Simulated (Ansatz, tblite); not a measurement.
Cost and result up the ladder for ZnMe(SiH3) (CH6SiZn) (9 atoms). Charge 0, multiplicity 1. Geometry: PBE-D4/def2-SVP.

```csv
atom,x (Å),y (Å),z (Å)
Zn1,0.221,-0.107,0.027
C2,1.962,-0.975,0.211
H3,1.877,-2.076,0.095
H4,2.409,-0.775,1.208
H5,2.677,-0.610,-0.556
Si6,-1.900,0.945,-0.204
H7,-1.843,2.431,0.065
H8,-2.931,0.381,0.747
H9,-2.473,0.787,-1.593
```

Ansatz on 4 threads of Intel Xeon 6975P-C on a shared host; xTB runs through tblite on one thread. Times are rough, summed over both states, and most runs start from the orbitals of an earlier one. PBE0-D4/def2-TZVP serves as the yardstick here, not as an exact answer. The other state is a doublet.

The xTB rows come from tblite.

Raw xTB energies of ions are shifted by several eV.

| level | functions | vertical IE (eV) | difference from PBE0-D4/def2-TZVP (eV) |
| --- | --- | --- | --- |
| GFN1-xTB | 29 | 12.58 | 3.60 |
| GFN2-xTB | 23 | 11.90 | 2.92 |
| PBE-D4/def2-TZVP | 152 | 8.86 | -0.12 |
| PBE0-D4/def2-TZVP | 152 | 8.98 | 0.00 |
| r2SCAN-D4/def2-TZVP | 152 | 8.90 | -0.07 |

Problem. Estimate how long each takes.

Solution. GFN2-xTB 0.004 s; GFN1-xTB 0.006 s; PBE-D4/def2-TZVP 2 s; PBE0-D4/def2-TZVP 2.5 s; r2SCAN-D4/def2-TZVP 3.3 s. On shared hardware such times vary by a factor of up to 3.
